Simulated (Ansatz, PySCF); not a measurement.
Gas-phase reaction (SMILES): CO[Si](Cl)(Cl)Cl [trichloro(methoxy)silane] + 5 [H][H] (H2) → C (CH4) + 3 Cl (HCl) + O (H2O) + [SiH4] (SiH4); energy of full hydrogenation.

Geometries: B3LYP-D3(BJ)/def2-TZVP minima from Ansatz (a program for electronic structure), one conformer each, not searched for the lowest. Valence correlation only, unless marked. Spin-orbit coupling is left out. No relativistic terms. Basis-set limits of correlation are two-point, X^-3; Hartree-Fock from the larger set. Thermal terms are rigid-rotor harmonic-oscillator values from B3LYP-D3(BJ) frequencies (Ansatz or PySCF) at 298.15 K and 1 atm. 1 Eh = 627.5095 kcal/mol.

| species | E, CCSD(T)/CBS(cc-pV(T+d)Z,cc-pV(Q+d)Z) (Ansatz) (Eh) | E, PBE0-D4/def2-TZVPD (Ansatz + dftd4) (Eh) | H - E (Eh) |
|---|---|---|---|
| CO[Si](Cl)(Cl)Cl | -1783.63102 | -1784.84107 | 0.05762 |
| [H][H] (H2) | -1.17450 | -1.16831 | 0.01336 |
| C (CH4) | -40.45816 | -40.47492 | 0.04840 |
| Cl (HCl) | -460.37849 | -460.66608 | 0.01000 |
| O (H2O) | -76.37426 | -76.38102 | 0.02495 |
| [SiH4] (SiH4) | -291.45815 | -291.75741 | 0.03520 |

**Question.** Work out ΔE and ΔH at 298.15 K at the first level, then ΔH at the second.

**Answer.** 
1. ΔE = [(-40.45816) + 3×(-460.37849) + (-76.37426) + (-291.45815)] - [(-1783.63102) + 5×(-1.17450)] = 0.07748 Eh = 48.6 kcal/mol at CCSD(T)/CBS(cc-pV(T+d)Z,cc-pV(Q+d)Z).
2. The terms H - E add up to 0.01413 Eh, so ΔH = (0.07748 + (0.01413))×627.5095 = 57.5 kcal/mol.
3. At PBE0-D4/def2-TZVPD the same steps give ΔE = 44.6 and ΔH = 53.4 kcal/mol, a shift of -4.1 from the first level.
4. These values are not checked against measurement here, since the tables used lack a sound gas-phase enthalpy of formation for at least one species.
